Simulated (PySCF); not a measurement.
Compound: C3H11NOSi3.
SMILES with atom numbers: `[CH3:1][CH2:2][O:3][Si@H:4]([C:5]#[N:6])[SiH2:7][SiH3:8]` (hydrogens: H9, H10, H11 on C1; H12, H13 on C2; H14 on Si4; H15, H16 on Si7; H17, H18, H19 on Si8)

The same species was optimised twice, with GFN2-xTB and with PBE0-D3(BJ)/def2-SVP (PySCF), and the same property calculations (PySCF, gas phase) were run on both structures.

```
        coordinate  GFN2-xTB  PBE0-D3(BJ)/def2-SVP  change
        O3–Si4 (Å)     1.622                 1.658  +0.036
       Si4–Si7 (Å)     2.302                 2.334  +0.032
       Si7–Si8 (Å)     2.322                 2.345  +0.023
         C2–O3 (Å)     1.401                 1.417  +0.016
         C5≡N6 (Å)     1.147                 1.160  +0.013
         C1–C2 (Å)     1.520                 1.509  -0.011
        Si4–C5 (Å)     1.880                 1.872  -0.008
   Si4–Si7–Si8 (°)     116.7                 103.7   -13.0
    O3–Si4–Si7 (°)      99.4                 104.9    +5.5
    C5–Si4–Si7 (°)     112.9                 107.4    -5.5
     C2–O3–Si4 (°)     130.2                 125.3    -4.9
     O3–Si4–C5 (°)     109.0                 107.4    -1.6
     Si4–C5–N6 (°)     177.1                 177.6    +0.5
      C1–C2–O3 (°)     109.6                 109.3    -0.3
  C1–C2–O3–Si4 (°)      -171                   176     -13
  C2–O3–Si4–C5 (°)       -56                   -57      -1
O3–Si4–Si7–Si8 (°)        30                    37      +7
```

Rotational constants: A = 1094, B = 803.7, C = 561.9 MHz (GFN2-xTB) against A = 1153, B = 797.2, C = 609.6 MHz (PBE0-D3(BJ)/def2-SVP). Point groups within 0.08 Å: C1 and C1.

On the GFN2-xTB structure: HOMO (eV) -8.59 [PBE0/pcSseg-1]; LUMO (eV) -1.37 [PBE0/pcSseg-1]; dipole (D) 3.59 [PBE0/pcSseg-1]; GIAO shielding of C1 (ppm) 166.7 [PBE0/pcSseg-1]; GIAO shielding of C2 (ppm) 121.6 [PBE0/pcSseg-1]; GIAO shielding of O3 (ppm) 294.6 [PBE0/pcSseg-1]; GIAO shielding of Si4 (ppm) 388.7 [PBE0/pcSseg-1]; GIAO shielding of C5 (ppm) 60.4 [PBE0/pcSseg-1]; GIAO shielding of N6 (ppm) -95.9 [PBE0/pcSseg-1]; GIAO shielding of Si7 (ppm) 477.0 [PBE0/pcSseg-1]; GIAO shielding of Si8 (ppm) 465.0 [PBE0/pcSseg-1].

Question: What do these properties become on the PBE0-D3(BJ)/def2-SVP structure?

Answer: 
```tsv
property	level	on GFN2-xTB	on PBE0-D3(BJ)/def2-SVP	change
HOMO (eV)	PBE0/pcSseg-1	-8.59	-8.31	+0.28
LUMO (eV)	PBE0/pcSseg-1	-1.37	-1.16	+0.21
dipole (D)	PBE0/pcSseg-1	3.59	3.26	-0.33
energy, GFN2-xTB geometry as zero (kcal/mol)	PBE0/pcSseg-1	0.0	-5.5	-5.5
GIAO shielding of C1 (ppm)	PBE0/pcSseg-1	166.7	164.8	-1.9
GIAO shielding of C2 (ppm)	PBE0/pcSseg-1	121.6	119.3	-2.3
GIAO shielding of O3 (ppm)	PBE0/pcSseg-1	294.6	294.4	-0.2
GIAO shielding of Si4 (ppm)	PBE0/pcSseg-1	388.7	385.5	-3.2
GIAO shielding of C5 (ppm)	PBE0/pcSseg-1	60.4	58.4	-2.0
GIAO shielding of N6 (ppm)	PBE0/pcSseg-1	-95.9	-107.9	-12.0
GIAO shielding of Si7 (ppm)	PBE0/pcSseg-1	477.0	463.0	-14.0
GIAO shielding of Si8 (ppm)	PBE0/pcSseg-1	465.0	457.8	-7.2
```

The heavy atoms differ by 0.229 Å rms after alignment. Among the bonds compared O3–Si4 changes most (+0.036 Å). Changes are differences of the printed values. Neither structure is proved a minimum here.

The values belong to the conformer `[CH3:1][CH2:2][O:3][Si@H:4]([C:5]#[N:6])[SiH2:7][SiH3:8]`: C1–C2–O3–Si4 176°, C2–O3–Si4–C5 -57°, O3–Si4–Si7–Si8 37°.
